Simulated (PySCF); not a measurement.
Isomers of C2H11NO3Si3, mass 181.005 u with the commonest isotopes. Method used: PBE0/pcSseg-1 in PySCF (dipole) on a GFN2-xTB geometry, gas phase. One conformer each, none proved a minimum here; rigid rotors.

Question: Order these by dipole moment, smallest first.
A. `[CH3:1][O:2][Si@@:3]1([OH:4])[O:5][CH2:6][SiH2:7][N:8]1[SiH3:9]` with C1–O2–Si3–O4 32°, O2–Si3–O4–H 172°
B. `[NH2:1][Si@@:2]1([O:3][SiH3:4])[CH2:5][CH2:6][Si@H:7]([OH:8])[O:9]1` with H–N1–Si2–O3 -41° and 93°, N1–Si2–O3–Si4 -155°, C6–Si7–O8–H -142°, N1–Si2–C5–C6 100°, Si2–C5–C6–Si7 26°, C5–C6–Si7–O8 90°, C6–Si7–O9–Si2 16°
C. `[CH3:1][NH:2][Si@@H:3]1[O:4][SiH2:5][O:6][Si@H:7]([CH3:8])[O:9]1` with C1–N2–Si3–O4 -179°
D. `[CH3:1][CH2:2][Si@@H:3]1[O:4][SiH2:5][O:6][Si@@H:7]([NH2:8])[O:9]1` with C1–C2–Si3–O4 59°, O6–Si7–N8–H -53° and 170°

Answer: B (1.05 D), D (1.28 D), C (1.45 D), A (1.70 D).

Question: Order these by rotational constant C, largest first.
A. `[CH3:1][NH:2][Si@@H:3]1[O:4][SiH2:5][O:6][Si@H:7]([CH3:8])[O:9]1` with C1–N2–Si3–O4 -179°
B. `[NH2:1][Si@@:2]1([O:3][SiH3:4])[CH2:5][CH2:6][Si@H:7]([OH:8])[O:9]1` with H–N1–Si2–O3 -41° and 93°, N1–Si2–O3–Si4 -155°, C6–Si7–O8–H -142°, N1–Si2–C5–C6 100°, Si2–C5–C6–Si7 26°, C5–C6–Si7–O8 90°, C6–Si7–O9–Si2 16°
C. `[CH3:1][CH2:2][Si@@H:3]1[O:4][SiH2:5][O:6][Si@H:7]([NH2:8])[O:9]1` with C1–C2–Si3–O4 -62°, O6–Si7–N8–H -170° and 54°
D. `[CH3:1][CH2:2][Si@@H:3]1[O:4][SiH2:5][O:6][Si@@H:7]([NH2:8])[O:9]1` with C1–C2–Si3–O4 59°, O6–Si7–N8–H -53° and 170°
E. `[CH3:1][NH:2][Si:3]1([CH3:4])[O:5][SiH2:6][O:7][SiH2:8][O:9]1` with C1–N2–Si3–C4 -55°

Answer: E (689.6 MHz), D (670.8 MHz), B (633.5 MHz), A (605.7 MHz), C (590.5 MHz).

Question: Order these by rotational constant B, smallest first.
A. `[CH3:1][NH:2][Si:3]1([CH3:4])[O:5][SiH2:6][O:7][SiH2:8][O:9]1` with C1–N2–Si3–C4 -55°
B. `[CH3:1][NH:2][Si@@H:3]1[O:4][SiH2:5][O:6][Si@H:7]([CH3:8])[O:9]1` with C1–N2–Si3–O4 -179°
C. `[CH3:1][CH2:2][Si@@H:3]1[O:4][SiH2:5][O:6][Si@H:7]([NH2:8])[O:9]1` with C1–C2–Si3–O4 -62°, O6–Si7–N8–H -170° and 54°
D. `[CH3:1][O:2][Si@@:3]1([OH:4])[O:5][CH2:6][SiH2:7][N:8]1[SiH3:9]` with C1–O2–Si3–O4 32°, O2–Si3–O4–H 172°
E. `[NH2:1][Si@@:2]1([O:3][SiH3:4])[CH2:5][CH2:6][Si@H:7]([OH:8])[O:9]1` with H–N1–Si2–O3 -41° and 93°, N1–Si2–O3–Si4 -155°, C6–Si7–O8–H -142°, N1–Si2–C5–C6 100°, Si2–C5–C6–Si7 26°, C5–C6–Si7–O8 90°, C6–Si7–O9–Si2 16°
F. `[CH3:1][CH2:2][Si@@H:3]1[O:4][SiH2:5][O:6][Si@@H:7]([NH2:8])[O:9]1` with C1–C2–Si3–O4 59°, O6–Si7–N8–H -53° and 170°

Answer: C (770.6 MHz), A (794.5 MHz), E (829.2 MHz), F (847.3 MHz), B (865.6 MHz), D (993.6 MHz).

```json
{"SMILES": "CN[Si@@H]1O[SiH2]O[Si@H](C)O1", "point group": "C1", "Ia (u·Å²)": "364.39", "Ib (u·Å²)": "583.86", "Ic (u·Å²)": "834.40", "κ": "-0.33", "μa (D)": "1.18", "μb (D)": "0.44", "μc (D)": "0.71"}
{"SMILES": "CC[Si@@H]1O[SiH2]O[Si@@H](N)O1", "point group": "C1", "Ia (u·Å²)": "345.79", "Ib (u·Å²)": "596.44", "Ic (u·Å²)": "753.41", "κ": "-0.55", "μa (D)": "0.66", "μb (D)": "1.02", "μc (D)": "0.40"}
{"SMILES": "CN[Si]1(C)O[SiH2]O[SiH2]O1", "point group": "C1", "Ia (u·Å²)": "327.42", "Ib (u·Å²)": "636.06", "Ic (u·Å²)": "732.83", "κ": "-0.75", "μa (D)": "1.44", "μb (D)": "0.38", "μc (D)": "0.01"}
{"SMILES": "CO[Si@@]1(O)OC[SiH2]N1[SiH3]", "point group": "C1", "Ia (u·Å²)": "405.00", "Ib (u·Å²)": "508.64", "Ic (u·Å²)": "738.97", "κ": "0.10", "μa (D)": "1.03", "μb (D)": "1.00", "μc (D)": "0.91"}
{"SMILES": "N[Si@@]1(O[SiH3])CC[Si@H](O)O1", "point group": "C1", "Ia (u·Å²)": "389.50", "Ib (u·Å²)": "609.45", "Ic (u·Å²)": "797.72", "κ": "-0.41", "μa (D)": "1.01", "μb (D)": "0.14", "μc (D)": "0.23"}
{"SMILES": "CC[Si@@H]1O[SiH2]O[Si@H](N)O1", "point group": "C1", "Ia (u·Å²)": "320.04", "Ib (u·Å²)": "655.83", "Ic (u·Å²)": "855.89", "κ": "-0.64", "μa (D)": "0.70", "μb (D)": "1.16", "μc (D)": "0.74"}
```
